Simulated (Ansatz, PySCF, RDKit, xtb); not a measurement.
Dimer: stibine (SMILES [SbH3]) (first 4 atoms) with stibine (SMILES [SbH3]); geometry from B3LYP-D3(BJ)/def2-TZVP, rigid monomers moved along the line of their centres of mass till Sb1···Sb5 is 3.94 Å.
(charge 0, multiplicity 1):
| atom | x (Å) | y (Å) | z (Å) |
|---|---|---|---|
| Sb | 0.3451 | -0.3220 | -0.4202 |
| H | 1.6069 | -0.2715 | 0.7382 |
| H | -0.4480 | -1.5696 | 0.4464 |
| H | -0.5328 | 0.8779 | 0.4312 |
| Sb | -0.3778 | -0.1000 | 3.4463 |
| H | 0.0285 | 1.5048 | 3.0068 |
| H | -1.0165 | 0.4303 | 4.9496 |
| H | -1.9131 | 0.0343 | 2.6994 |

Monomers are frozen at their geometry in the pair; levels with a basis set take the counterpoise correction. RDKit's UFF carries no charges.

Cores are frozen in the correlated methods. Filled d and f shells under p-block atoms count as core.

The values were computed with Ansatz (Gaussian orbitals); PySCF for the dispersion terms; RDKit for the force fields; xtb for the GFN methods.  In def2 rows elements past Kr take small-core potentials, without spin–orbit coupling.

```json
[
 {"level": "UFF", "interaction energy (kcal/mol)": "-0.65"},
 {"level": "GFN1-xTB", "interaction energy (kcal/mol)": "-3.94"},
 {"level": "GFN2-xTB", "interaction energy (kcal/mol)": "-2.36"},
 {"level": "PBE-D4/def2-TZVPPD", "interaction energy (kcal/mol)": "-0.89"},
 {"level": "B3LYP-D4/def2-TZVPPD", "interaction energy (kcal/mol)": "-0.31"},
 {"level": "PBE0/def2-TZVPPD", "interaction energy (kcal/mol)": "1.07"},
 {"level": "PBE0-D4/def2-TZVPPD", "interaction energy (kcal/mol)": "-0.77"},
 {"level": "SCS-MP2/def2-TZVPPD", "interaction energy (kcal/mol)": "___"},
 {"level": "CCSD/def2-SVPD", "interaction energy (kcal/mol)": "___"}
]
```

### Question
What belongs in the gaps?

### Answer

- SCS-MP2/def2-TZVPPD, interaction energy (kcal/mol): 1.23
- CCSD/def2-SVPD, interaction energy (kcal/mol): 1.82

Ansatz is an electronic-structure program.
